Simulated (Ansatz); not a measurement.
Consider the atomization: `[SH][InH2]` → 3 H• + In• + S•.

Program: Ansatz. Geometries: PBE0-D4/def2-TZVP. ΔE: electronic, gas phase. CBS: MP2 limit from def2 TZ/QZ plus the TZ coupled-cluster correction, frozen cores. This one scheme is used for every species, atoms too. Functionals use def2-TZVPP. B3LYP here is the variant with VWN-RPA as its local correlation; programs differ in this. HSE06 is defined as in plane-wave codes. No spin–orbit coupling; open shells (•) take unrestricted orbitals. Spin–orbit coupling would lower the free atoms: a little for S; strongly for In. Elements past krypton have def2 core potentials. Bonds to In are less sure, by a few kJ/mol each and by 10 to 20 or more in all where they break to atoms, as the def2 sets lack core-valence functions.

```tsv
level	ΔE (kJ/mol)	difference from CCSD(T)/CBS
revPBE-D4	1087.5	-47.5
PBE0-D4	1108.8	-26.2
B3LYP-D4	1108.9	-26.1
r2SCAN0-D4	1117.9	-17.1
HSE06-D4	1108.9	-26.1
PBE	1105.6	-29.4
SCS-MP2/def2-TZVPP	1089.7	-45.3
CCSD(T)/def2-TZVPP	1103.8	-31.2
MP2/def2-QZVPP	1098.8	-36.2
HF/CBS(def2)	796.8	-338.2
CCSD(T)/CBS	1135.0	0
```

Largest T1 diagnostic among the species: 0.015.

At CCSD(T), def2-SVP lies −99.8 kJ/mol from the extrapolated value and def2-TZVPP −31.2 kJ/mol: correlation converges slowly with the basis, and small sets miss more of it in the bonded molecule than in its fragments. In def2-TZVPP, CCSD(T) changes the Hartree–Fock value by +309.0 kJ/mol (the triples alone add +16.6 kJ/mol) and MP2 by +285.5 kJ/mol; breaking electron pairs costs correlation energy, which Hartree–Fock lacks.

For atomizations the MP2-based limit and the directly extrapolated one differ by several kJ/mol either way, and by 10 to 25 for some Ge, Se and Sn compounds, so smaller differences from it don't rank the levels.
